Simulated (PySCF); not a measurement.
SiF₄ was optimised in PySCF in the def2-TZVP basis family (density fitting, no spin–orbit coupling) with several functionals.

One of them gave a singlet of Td symmetry with a mean bond of 1.580 Å to Si, wavenumbers 252 (×2), 371 (×3), 755, 989 (×3) cm⁻¹ and a HOMO–LUMO gap of 9.80 eV.

Question: Which level of theory was it?
A. PBE0
B. B3LYP
C. PBE

Answer: C. That is PBE, with Si–F 1.580 Å (×4). The others give PBE0 1.562 Å and 1036 cm⁻¹ for the highest mode; B3LYP 1.567 Å and 1021 cm⁻¹ for the highest mode.

The structures come from searches over a few start shapes, so lower isomers are not excluded.
